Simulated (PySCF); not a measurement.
PySCF input (M06-2X/6-31G* (5d)):

```python
from pyscf import gto, dft

mol = gto.M(
    atom='''
    O     1.26266590   -0.56782754    0.24651039
    S    -0.15905165   -0.06174957    0.42039352
    F    -0.92039015   -0.69724690   -0.75349422
    F    -0.11117853    1.36670338   -0.14417350
    H     1.72761739   -0.49449504   -0.61936988
    ''',
    basis='6-31g*',
    charge=1,
    spin=0,
    verbose=4,
)

mf = dft.RKS(mol, xc='m062x')
mf.grids.level = 4
mf.conv_tol = 1e-9
mf.max_cycle = 100
mf.max_memory = 1500
mf.kernel()
if not mf.converged:
    mf = mf.newton()
    mf.kernel(mf.make_rdm1())
mf.dip_moment()
```

Output:

```
PySCF version 2.14.0

[INPUT] verbose = 4
[INPUT] num. atoms = 5
[INPUT] num. electrons = 42
[INPUT] charge = 1
[INPUT] spin (= nelec alpha-beta = 2S) = 0
[INPUT] symmetry False subgroup None
[INPUT] Mole.unit = angstrom
[INPUT] Symbol           X                Y                Z      unit          X                Y                Z       unit  Magmom
[INPUT]  1 O      1.262665900000  -0.567827540000   0.246510390000 AA    2.386092737827  -1.073038536586   0.465837123960 Bohr   0.0
[INPUT]  2 S     -0.159051650000  -0.061749570000   0.420393520000 AA   -0.300564058160  -0.116689775610   0.794428617342 Bohr   0.0
[INPUT]  3 F     -0.920390150000  -0.697246900000  -0.753494220000 AA   -1.739285311247  -1.317605682202  -1.423897712243 Bohr   0.0
[INPUT]  4 F     -0.111178530000   1.366703380000  -0.144173500000 AA   -0.210096972632   2.582695081717  -0.272448429420 Bohr   0.0
[INPUT]  5 H      1.727617390000  -0.494495040000  -0.619369880000 AA    3.264723715136  -0.934460195556  -1.170439443005 Bohr   0.0

nuclear repulsion = 205.826381843523
number of shells = 28
number of NR pGTOs = 136
number of NR cGTOs = 62
basis = 6-31g*
ecp = {}

******** <class 'pyscf.dft.rks.RKS'> ********
method = RKS
initial guess = minao
damping factor = 0
level_shift factor = 0
DIIS = <class 'pyscf.scf.diis.CDIIS'>
diis_start_cycle = 1
diis_space = 8
diis_damp = 0
SCF conv_tol = 1e-09
SCF conv_tol_grad = None
SCF max_cycles = 100
direct_scf = True
direct_scf_tol = 1e-13
XC library pyscf.dft.libxc version 7.1.2
    S. Lehtola, C. Steigemann, M. J. T. Oliveira, and M. A. L. Marques,  SoftwareX 7, 1–5 (2018)
XC functionals = m062x
    Y. Zhao and D. G. Truhlar,  Theor. Chem. Acc. 120, 215 (2008)
    Y. Zhao and D. G. Truhlar,  Theor. Chem. Acc. 120, 215 (2008)
radial grids:
    Treutler-Ahlrichs [JCP 102, 346 (1995); DOI:10.1063/1.469408] (M4) radial grids

becke partition: Becke, JCP 88, 2547 (1988); DOI:10.1063/1.454033
pruning grids: <function nwchem_prune>
grids dens level: 4
symmetrized grids: False
atomic radii adjust function: <function treutler_atomic_radii_adjust>
small_rho_cutoff = 0
Set gradient conv threshold to 3.16228e-05
Initial guess from minao.
tot grids = 130336
init E= -674.445296547001
  HOMO = -0.388090952724044  LUMO = -0.0304323720024464  gap/eV = 9.73239
cycle= 1 E= -673.010390370696  delta_E= 1.43  |g|= 0.842  |ddm|= 2.58
  HOMO = -0.731524283422901  LUMO = -0.335634822058045  gap/eV = 10.77270
cycle= 2 E= -673.001195981904  delta_E= 0.00919  |g|= 0.948  |ddm|= 1.41
  HOMO = -0.738091544789852  LUMO = -0.271257797975064  gap/eV = 12.70319
cycle= 3 E= -673.161403586167  delta_E= -0.16  |g|= 0.0856  |ddm|= 0.689
  HOMO = -0.723115550242468  LUMO = -0.253870057458887  gap/eV = 12.76882
cycle= 4 E= -673.162628415243  delta_E= -0.00122  |g|= 0.0117  |ddm|= 0.0627
  HOMO = -0.725085212910148  LUMO = -0.25487446596987  gap/eV = 12.79509
cycle= 5 E= -673.162669352353  delta_E= -4.09e-05  |g|= 0.00365  |ddm|= 0.0163
  HOMO = -0.724779166112337  LUMO = -0.254614430135725  gap/eV = 12.79383
cycle= 6 E= -673.162672443617  delta_E= -3.09e-06  |g|= 0.00247  |ddm|= 0.00496
  HOMO = -0.724779611596187  LUMO = -0.254545252232965  gap/eV = 12.79573
cycle= 7 E= -673.162673788237  delta_E= -1.34e-06  |g|= 0.000516  |ddm|= 0.0024
  HOMO = -0.724829284133097  LUMO = -0.254607292556759  gap/eV = 12.79539
cycle= 8 E= -673.16267389194  delta_E= -1.04e-07  |g|= 7.88e-05  |ddm|= 0.00102
  HOMO = -0.724818536658954  LUMO = -0.254593397315325  gap/eV = 12.79548
cycle= 9 E= -673.162673894023  delta_E= -2.08e-09  |g|= 1.05e-05  |ddm|= 0.000131
  HOMO = -0.724818348062259  LUMO = -0.254594183261728  gap/eV = 12.79545
cycle= 10 E= -673.16267389406  delta_E= -3.71e-11  |g|= 2.1e-06  |ddm|= 1.59e-05
  HOMO = -0.724818311529038  LUMO = -0.254594157478677  gap/eV = 12.79545
Extra cycle  E= -673.162673894067  delta_E= -6.59e-12  |g|= 7.27e-07  |ddm|= 3.42e-06
converged SCF energy = -673.162673894067

WARN: System has nonzero charge 1; the dipole moment is origin-dependent.
Location of origin: [0. 0. 0.]

Dipole moment(X, Y, Z, Debye):  1.50505, -0.59624,  0.02086
```

The dipole moment of an ion depends on the origin.

The geometry given is a B3LYP-D3(BJ)/def2-TZVP minimum.
